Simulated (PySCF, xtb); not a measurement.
CHCl2, SMILES [CH](Cl)Cl (connectivity only; charge and spin as stated), charge +1, multiplicity 1.

GFN2-xTB (xtb) at its own geometry gives an orbital gap of 2.53 eV.

Geometry optimised at B3LYP-D3(BJ)/def2-TZVP. The multiplicity is an assumed one; other spin states were not compared. The isomer is the one that the SMILES or the coordinates give; other isomers of the formula were not compared.

Problem. What does HF/def2-TZVPD (PySCF) give? (The exact figures need the calculation; the answer reports its results.)

Solution. gap 13.27 eV (levels -19.69 and -6.43 eV).
